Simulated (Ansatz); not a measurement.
Wavefunction ladder for `[SeH][SiH2]Br`

```
atom   x (Å)   y (Å)   z (Å)
 Se1   1.733  -0.413  -0.391
 Si2  -0.490  -0.246  -0.001
 Br3  -1.417   1.547  -0.929
  H4   2.038   0.725   0.487
  H5  -0.772  -0.163   1.448
  H6  -1.092  -1.449  -0.615
```

The species carries charge 0 and has multiplicity 1. Correlated methods include outer-core shells of Br, Se, which these sets cover unevenly. Scalar relativity is left out up to krypton. All single points use the PBE0-D4/def2-TZVP geometry. It is one conformer, not always the lowest. Frozen core, restricted reference, Ansatz.

```json
{"basis": "def2-SVP", "HF (Eh)": "-5262.30707", "MP2 corr.": "-0.56607"}
{"basis": "def2-TZVPP", "HF (Eh)": "-5263.02726", "MP2 corr.": "-0.67343"}
{"basis": "def2-QZVPP", "HF (Eh)": "-5263.13314", "MP2 corr.": "-1.30564"}
```

Problem. Estimate the CCSD correlation energy and the (T) correction in each basis where they were run (hartree).

Solution. 
```tsv
basis	CCSD corr.	(T)
def2-SVP	-0.58920	-0.01434
def2-TZVPP	-0.70062	-0.02533
```
